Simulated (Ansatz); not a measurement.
Relaxation of a periodic cell of 63 atoms, Si (host Si, host structure diamond, one Si atom removed), to a largest force component of 0.03 eV/Å in at most 60 steps.

Level of theory: DFT LDA, scalar-relativistic, plane waves, PAW in Ansatz. Settings: PAW set soft_1, cutoff 420 eV, k mesh 1x1x1, gaussian smearing 0.05 eV, no spin polarisation.

```xyz
63
Lattice="10.8600 0.0000 0.0000 0.0000 10.8600 0.0000 0.0000 0.0000 10.8600" Properties=species:S:1:pos:R:3
Si 5.435 0.009 0.032
Si 6.811 1.370 1.310
Si 8.127 2.765 0.038
Si 9.520 4.090 1.386
Si 8.194 -0.022 2.708
Si 9.540 1.315 4.062
Si -0.027 -0.029 -0.036
Si 1.378 1.384 1.368
Si 2.750 2.704 -0.026
Si 4.066 4.056 1.341
Si 5.434 5.453 0.036
Si 6.759 6.745 1.352
Si 8.113 8.143 -0.005
Si 9.515 9.458 1.400
Si 2.715 0.032 2.660
Si 4.081 1.384 4.029
Si 5.444 2.684 2.750
Si 6.716 4.037 4.050
Si 8.136 5.448 2.741
Si 9.534 6.760 4.059
Si 5.435 0.005 5.437
Si 6.742 1.376 6.745
Si 8.151 2.723 5.411
Si 9.449 4.050 6.766
Si 8.193 0.035 8.115
Si 9.513 1.403 9.502
Si -0.043 5.432 -0.012
Si 1.324 6.809 1.391
Si 2.705 8.145 0.022
Si 4.094 9.487 1.328
Si 0.000 2.730 2.702
Si 1.346 4.083 4.040
Si 2.701 5.451 2.682
Si 4.032 6.769 4.129
Si 5.413 8.129 2.684
Si 6.786 9.457 4.090
Si 0.039 -0.003 5.478
Si 1.348 1.399 6.761
Si 2.773 2.707 5.498
Si 4.048 4.067 6.813
Si 5.453 5.464 5.456
Si 6.856 6.762 6.798
Si 8.102 8.117 5.425
Si 9.499 9.468 6.750
Si 4.063 1.355 9.520
Si 5.406 2.735 8.137
Si 6.814 4.127 9.466
Si 8.086 5.451 8.149
Si 9.492 6.844 9.482
Si 0.041 8.180 2.709
Si 1.380 9.490 4.088
Si 0.005 5.436 5.426
Si 1.358 6.766 6.783
Si 2.703 8.124 5.373
Si 4.117 9.475 6.820
Si 0.034 2.716 8.154
Si 1.349 4.056 9.496
Si 2.758 5.434 8.149
Si 4.066 6.801 9.501
Si 5.343 8.102 8.095
Si 6.768 9.522 9.461
Si -0.028 8.094 8.160
Si 1.302 9.476 9.548
```

Q: Where does it end, and by what steps?

A: The forces met the threshold. The force dipped under the threshold on the way, but the program's further checks kept it going. Limits of this set-up: coarse k mesh, PAW files made for another functional, no spin, though dangling bonds at a vacancy may carry it. After 5 steps the energy has fallen by 1.081 eV; Si60 moved furthest, 0.11 Å.

```tsv
step	energy less start (eV)	largest force component (eV/Å)	accepted
0	0.0000	1.378	yes
1	-0.9652	0.502	yes
2	-0.9966	0.241	yes
3	-1.0454	0.188	yes
4	-1.0806	0.024	yes
5	-1.0806	0.024	yes
```

```xyz
63
Lattice="10.8600 0.0000 0.0000 0.0000 10.8600 0.0000 0.0000 0.0000 10.8600" Properties=species:S:1:pos:R:3
Si 5.412 -0.013 -0.019
Si 6.783 1.361 1.350
Si 8.145 2.711 -0.002
Si 9.498 4.077 1.357
Si 8.139 -0.005 2.717
Si 9.507 1.362 4.073
Si 0.011 0.019 -0.013
Si 1.365 1.353 1.357
Si 2.703 2.698 -0.019
Si 4.075 4.071 1.349
Si 5.426 5.430 -0.005
Si 6.792 6.783 1.355
Si 8.147 8.145 -0.003
Si 9.504 9.502 1.349
Si 2.714 -0.001 2.715
Si 4.071 1.355 4.064
Si 5.427 2.714 2.707
Si 6.788 4.072 4.070
Si 8.143 5.428 2.714
Si 9.501 6.787 4.064
Si 5.413 0.015 5.444
Si 6.794 1.351 6.787
Si 8.149 2.711 5.432
Si 9.507 4.071 6.781
Si 8.144 -0.001 8.145
Si 9.501 1.356 9.493
Si -0.001 5.433 -0.004
Si 1.353 6.789 1.351
Si 2.731 8.154 -0.010
Si 4.067 9.510 1.357
Si -0.001 2.710 2.709
Si 1.346 4.062 4.077
Si 2.710 5.427 2.718
Si 4.076 6.795 4.074
Si 5.426 8.144 2.708
Si 6.778 9.489 4.077
Si 0.014 -0.015 5.444
Si 1.371 1.346 6.792
Si 2.732 2.699 5.442
Si 4.066 4.079 6.787
Si 5.426 5.434 5.430
Si 6.781 6.793 6.782
Si 8.145 8.144 5.433
Si 9.497 9.509 6.789
Si 4.064 1.349 9.483
Si 5.412 2.698 8.120
Si 6.777 4.061 9.507
Si 8.139 5.426 8.148
Si 9.505 6.791 9.502
Si -0.001 8.147 2.705
Si 1.359 9.502 4.068
Si -0.001 5.431 5.430
Si 1.363 6.784 6.787
Si 2.703 8.164 5.450
Si 4.051 9.532 6.805
Si 0.017 2.698 8.153
Si 1.360 4.074 9.496
Si 2.713 5.430 8.143
Si 4.068 6.786 9.493
Si 5.407 8.165 8.153
Si 6.788 9.503 9.497
Si 0.008 8.154 8.123
Si 1.349 9.491 9.508
```

Time of the run: 36 s on 4 threads of Arm Neoverse V1, with other jobs on the host, peak memory 0.96 GiB.
